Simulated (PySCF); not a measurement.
Si(H)2(Me)(NHMe) (C₂H₉NSi), SMILES C[SiH2]NC. Atoms are numbered in the order given.

```xyz
13

Si     0.5615    -0.3799     0.6069
C      1.7101     0.7729    -0.3470
N     -0.9371    -0.6148    -0.2651
C     -1.8688     0.4529    -0.5816
H      1.1563    -1.7562     0.7495
H      0.3976     0.1969     2.0019
H      1.2678     1.7843    -0.4567
H      1.9179     0.3746    -1.3602
H      2.6724     0.8896     0.1925
H     -1.3912    -1.5217    -0.1311
H     -2.5684     0.7237     0.2476
H     -1.3120     1.3768    -0.8439
H     -2.4896     0.1996    -1.4688
```

The structure is a stationary point at PBE-D3(BJ)/def2-SVP. Other conformers were not sampled.

Computed with PBE-D3(BJ)/def2-SVP (PySCF).

Frequencies are harmonic and unscaled.

Q: List the normal modes with their intensities. (The exact figures need the calculation; the answer reports its results.)

A: 
| mode | ν (cm⁻¹) | IR (km/mol) | moving atoms (share of kinetic energy) |
|---|---|---|---|
| 1 | 80 | 0.9 | H 54 %, C 33 % |
| 2 | 121 | 2.3 | H 84 %, N 10 % |
| 3 | 153 | 0.0 | H 84 %, C 13 % |
| 4 | 197 | 3.7 | H 40 %, C 27 %, N 25 %, Si 8 % |
| 5 | 294 | 2.3 | H 42 %, N 28 %, Si 19 %, C 12 % |
| 6 | 441 | 91.1 | H 81 %, N 13 % |
| 7 | 487 | 6.6 | H 91 % |
| 8 | 649 | 4.8 | C 41 %, H 33 %, Si 15 %, N 11 % |
| 9 | 687 | 17.9 | H 71 %, C 14 %, Si 14 % |
| 10 | 719 | 32.0 | H 68 %, C 13 %, Si 13 % |
| 11 | 766 | 31.8 | H 41 %, N 24 %, Si 21 %, C 13 % |
| 12 | 845 | 50.2 | H 76 %, C 16 % |
| 13 | 904 | 215.4 | H 80 %, Si 13 % |
| 14 | 927 | 149.3 | H 91 % |
| 15 | 1062 | 7.6 | H 81 %, C 12 % |
| 16 | 1101 | 0.9 | H 75 %, C 19 % |
| 17 | 1135 | 90.5 | N 46 %, C 35 %, H 18 % |
| 18 | 1214 | 26.6 | H 78 %, C 22 % |
| 19 | 1346 | 27.9 | H 69 %, N 20 %, C 10 % |
| 20 | 1379 | 4.5 | H 95 % |
| 21 | 1386 | 0.8 | H 95 % |
| 22 | 1401 | 4.5 | H 89 %, C 11 % |
| 23 | 1417 | 13.8 | H 94 % |
| 24 | 1445 | 4.1 | H 96 % |
| 25 | 2083 | 189.4 | H 97 % |
| 26 | 2158 | 131.5 | H 97 % |
| 27 | 2894 | 106.2 | H 95 % |
| 28 | 2975 | 2.0 | H 97 % |
| 29 | 2981 | 40.5 | H 92 % |
| 30 | 3033 | 21.7 | H 91 %, C 9 % |
| 31 | 3071 | 5.4 | H 91 %, C 9 % |
| 32 | 3084 | 3.8 | H 91 %, C 9 % |
| 33 | 3512 | 13.9 | H 93 % |
